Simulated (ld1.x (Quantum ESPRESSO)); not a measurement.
## Plane-wave convergence, PAW potential for molybdenum

```
Element                 : molybdenum
Generator               : ld1.x (Quantum ESPRESSO) 7.5
Type                    : PAW
Functional              : PBE
Relativity              : scalar-relativistic
Frozen core             : [Ar] 3d10 4s2
Valence charge          : 12
Reference configuration : 4p6 4d5 5s0 5p0 (charge +1)
Partial waves           : 5s (bound, empty): rcut 2.65, rcutus 3.35 bohr; 5s channel at 1.5 Ry: rcut 2.65, rcutus 3.35 bohr; 4p (bound): rcut 2.45, rcutus 2.60 bohr; 5p (bound, empty): rcut 2.45, rcutus 2.60 bohr; 4d (bound): rcut 1.65, rcutus 2.20 bohr; 4d channel at -0.15 Ry: rcut 1.65, rcutus 2.20 bohr
Local potential         : all-electron potential smoothed inside 2.25 bohr (lloc = -1)
Core correction         : Bessel-smoothed model core inside 1.85 bohr
Augmentation charge     : BESSEL, radius 1.45 bohr
```

The pseudo-atom Hamiltonian at the reference potential is diagonalised in spherical Bessel functions j_l(qr) that vanish at 20 bohr, with q² up to the cutoff. All-electron valence levels (Ry): 5s -0.7224, 4p -3.3287, 5p -0.4342, 4d -0.7654.

Problem. How do the lowest levels (Ry) of each channel move with the cutoff, and are there ghosts?

Solution.

```tsv
cutoff (Ry)	s #1	s #2	p #1	p #2	p #3	d #1	f #1	f #2	Σ f·Δε (mRy)
8	-0.7224	-0.2067	-3.2595	-0.4338	-0.1338	-0.5142	-0.0568	0.0376	1671.4
10	-0.7224	-0.2069	-3.3215	-0.4340	-0.1340	-0.6143	-0.0568	0.0375	798.9
15	-0.7224	-0.2081	-3.3282	-0.4342	-0.1347	-0.7389	-0.0569	0.0375	135.9
18	-0.7224	-0.2091	-3.3285	-0.4342	-0.1348	-0.7622	-0.0569	0.0375	17.1
25	-0.7224	-0.2098	-3.3286	-0.4342	-0.1348	-0.7651	-0.0569	0.0375	2.1
30	-0.7224	-0.2099	-3.3287	-0.4342	-0.1348	-0.7651	-0.0569	0.0375	1.6
40	-0.7224	-0.2099	-3.3287	-0.4342	-0.1348	-0.7654	-0.0569	0.0375	0.2
45	-0.7224	-0.2099	-3.3287	-0.4342	-0.1348	-0.7654	-0.0569	0.0375	0.2
400	-0.7224	-0.2099	-3.3287	-0.4342	-0.1348	-0.7654	-0.0569	0.0375	0.0
```

Result: ghost state, extra bound levels that the all-electron valence spectrum of the same l lacks: s at -1.71 eV (a true bound ghost makes a file unfit for plane-wave use); 10 mRy is reached at 21 Ry and 1 mRy at 35 Ry.

Test run stopped at test 1 of 7 (negative rho).
